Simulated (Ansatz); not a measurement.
Pulling on the Se1–H2 bond in SeH (multiplicity 2 held). Energies count from the point at 1.475 Å.


R- and RO- levels are restricted; in cc, def2 and unpolarised 6-31G sets they are followed outwards from rest. U- levels take the lowest unrestricted solution at each point, which mixes spins at long bonds. Full CI gives the lowest state of the spin. Curves can end on different states.

Frozen-core correlation. Filled d and f shells under p-block atoms count as core.

The values were computed with Ansatz (an electronic-structure program) with Gaussian orbitals. Each number belongs to the level named beside it.

Energies in kJ/mol.

```json
[
 {"R (Å)": "1.180", "RO-HF/cc-pVDZ": "149", "U-HF/cc-pVDZ": "149", "U-MP2/cc-pVDZ": "153", "U-SCS-MP2/cc-pVDZ": "155", "FCI/cc-pVDZ": "157"},
 {"R (Å)": "1.327", "RO-HF/cc-pVDZ": "26", "U-HF/cc-pVDZ": "26", "U-MP2/cc-pVDZ": "28", "U-SCS-MP2/cc-pVDZ": "29", "FCI/cc-pVDZ": "31"},
 {"R (Å)": "1.475", "RO-HF/cc-pVDZ": "0", "U-HF/cc-pVDZ": "0", "U-MP2/cc-pVDZ": "0", "U-SCS-MP2/cc-pVDZ": "0", "FCI/cc-pVDZ": "0"},
 {"R (Å)": "1.622", "RO-HF/cc-pVDZ": "24", "U-HF/cc-pVDZ": "23", "U-MP2/cc-pVDZ": "21", "U-SCS-MP2/cc-pVDZ": "20", "FCI/cc-pVDZ": "17"},
 {"R (Å)": "1.770", "RO-HF/cc-pVDZ": "71", "U-HF/cc-pVDZ": "70", "U-MP2/cc-pVDZ": "65", "U-SCS-MP2/cc-pVDZ": "63", "FCI/cc-pVDZ": "55"},
 {"R (Å)": "1.991", "RO-HF/cc-pVDZ": "159", "U-HF/cc-pVDZ": "142", "U-MP2/cc-pVDZ": "163", "U-SCS-MP2/cc-pVDZ": "165", "FCI/cc-pVDZ": "124"},
 {"R (Å)": "2.212", "RO-HF/cc-pVDZ": "248", "U-HF/cc-pVDZ": "180", "U-MP2/cc-pVDZ": "227", "U-SCS-MP2/cc-pVDZ": "232", "FCI/cc-pVDZ": "185"},
 {"R (Å)": "2.581", "RO-HF/cc-pVDZ": "380", "U-HF/cc-pVDZ": "204", "U-MP2/cc-pVDZ": "267", "U-SCS-MP2/cc-pVDZ": "273", "FCI/cc-pVDZ": "253"},
 {"R (Å)": "2.950", "RO-HF/cc-pVDZ": "486", "U-HF/cc-pVDZ": "211", "U-MP2/cc-pVDZ": "279", "U-SCS-MP2/cc-pVDZ": "285", "FCI/cc-pVDZ": "282"},
 {"R (Å)": "3.392", "RO-HF/cc-pVDZ": "582", "U-HF/cc-pVDZ": "213", "U-MP2/cc-pVDZ": "283", "U-SCS-MP2/cc-pVDZ": "289", "FCI/cc-pVDZ": "293"},
 {"R (Å)": "3.982", "RO-HF/cc-pVDZ": "670", "U-HF/cc-pVDZ": "214", "U-MP2/cc-pVDZ": "284", "U-SCS-MP2/cc-pVDZ": "290", "FCI/cc-pVDZ": "297"},
 {"R (Å)": "4.720", "RO-HF/cc-pVDZ": "734", "U-HF/cc-pVDZ": "214", "U-MP2/cc-pVDZ": "284", "U-SCS-MP2/cc-pVDZ": "290", "FCI/cc-pVDZ": "297"},
 {"R (Å)": "5.900", "RO-HF/cc-pVDZ": "783", "U-HF/cc-pVDZ": "214", "U-MP2/cc-pVDZ": "284", "U-SCS-MP2/cc-pVDZ": "290", "FCI/cc-pVDZ": "298"}
]
```

Doubts at one or more of the structures used: a restricted determinant that unrestricted orbitals would lower (RO-HF/cc-pVDZ); a spin-contaminated determinant (U-HF/cc-pVDZ, U-MP2/cc-pVDZ, U-SCS-MP2/cc-pVDZ).
